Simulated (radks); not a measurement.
V8+, configuration [Ne] 3s2 3p3.

All-electron calculation, scalar-relativistic Kohn-Sham, PBE, spin-unpolarised, spherical densities, finite nucleus; Fermi nuclear charge, rms radius 3.6002 fm. Program: a radial shooting solver on a logarithmic mesh with Libxc functionals.

Energy parts (eV):
part                      energy
total                 -25203.974
kinetic                25449.990
electron-nucleus      -57389.123
Hartree                 7824.852
exchange-correlation   -1089.694

Orbitals (lengths in bohr, moments of r in powers of bohr; <r^-3> diverges for s and p1/2):
\begin{tabular}{lrrrr}
orbital & occ. & eigenvalue (eV) & <1/r> & <r^-3> \\ \hline
1s & 2 & -5542.518 & 22.84 & - \\
2s & 2 & -775.5577 & 4.820 & - \\
2p & 6 & -676.9060 & 4.721 & 313.5 \\
3s & 2 & -217.1801 & 1.662 & - \\
3p & 3 & -189.1017 & 1.575 & 51.04 \\
3d & 0 & -146.8525 & 1.404 & 5.760 \\
4s & 0 & -95.2053 & 0.7843 & - \\
4p & 0 & -85.4758 & 0.7450 & 15.25 \\
\end{tabular}

The highest occupied level is 3p at -189.10 eV. The density falls to 0.001 e/bohr^3 at r = 2.06 bohr. For comparison, the ionisation energy in NIST's Atomic Spectra Database is 206.0 eV (semi-empirical). In exact Kohn-Sham theory the highest level is minus the ionisation energy, but local and semilocal functionals leave it too shallow, through self-interaction and a potential that decays too fast; potentials with the right tail come closer.

Beside tabulated values, note that spin-unpolarised runs miss the spin-polarisation part of the exchange energy of open shells.
